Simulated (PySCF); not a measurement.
Correlation energy of Zn²⁺ (zinc, charge +2)

[Ar] 3d10, closed-shell 1S. Computed with PySCF 2.14 in cc-pVDZ-DK, with scalar relativity by spin-free X2C-1e. Frozen: [Ar]; 10 electrons correlated.

Total MP2 correlation energy: -373.80 mhartree.

Same-spin part -142.19 and opposite-spin part -231.62 mhartree; SCS-MP2 scales them by 1/3 and 6/5 to -325.34 mhartree.

```tsv
level	correlation energy (mhartree)
CCSD	-337.73
(T)	-3.68
CCSD(T)	-341.41
```

Diagnostics: T1 = 0.0078, D1 = 0.0110, largest double amplitude 0.019.

Cost of the coupled-cluster step: 0.45 s of wall time on 1 thread of Neoverse-N1 (shared host), for 10 correlated electrons.

Iterations:

```
CC2 = 0
CCSD nocc = 5, nmo = 34
frozen orbitals [0, 1, 2, 3, 4, 5, 6, 7, 8]
max_cycle = 100
direct = 0
conv_tol = 1e-08
conv_tol_normt = 1e-06
diis_space = 8
diis_start_cycle = 0
Init t2, MP2 energy = -1793.73472640215  E_corr(MP2) -0.373804756277552
Init E_corr(CCSD) = -0.373804756277664
cycle = 1  E_corr(CCSD) = -0.328550456331855  dE = 0.0452542999  norm(t1,t2) = 0.0374886
cycle = 2  E_corr(CCSD) = -0.340057655587022  dE = -0.0115071993  norm(t1,t2) = 0.0139995
cycle = 3  E_corr(CCSD) = -0.337820180532579  dE = 0.00223747505  norm(t1,t2) = 0.00637079
cycle = 4  E_corr(CCSD) = -0.337686347532282  dE = 0.000133833  norm(t1,t2) = 0.000430225
cycle = 5  E_corr(CCSD) = -0.337736214218074  dE = -4.98666858e-05  norm(t1,t2) = 5.34359e-05
cycle = 6  E_corr(CCSD) = -0.337735335671784  dE = 8.7854629e-07  norm(t1,t2) = 6.16617e-06
cycle = 7  E_corr(CCSD) = -0.337734578823049  dE = 7.56848735e-07  norm(t1,t2) = 1.15409e-06
cycle = 8  E_corr(CCSD) = -0.337734549858507  dE = 2.89645422e-08  norm(t1,t2) = 2.32434e-07
cycle = 9  E_corr(CCSD) = -0.337734575336195  dE = -2.54776887e-08  norm(t1,t2) = 5.44784e-08
cycle = 10  E_corr(CCSD) = -0.337734579142385  dE = -3.80618925e-09  norm(t1,t2) = 9.20359e-09
CCSD converged
E(CCSD) = -1793.698656225014  E_corr = -0.3377345791423846
CCSD(T) correction = -0.0036784483727203
```
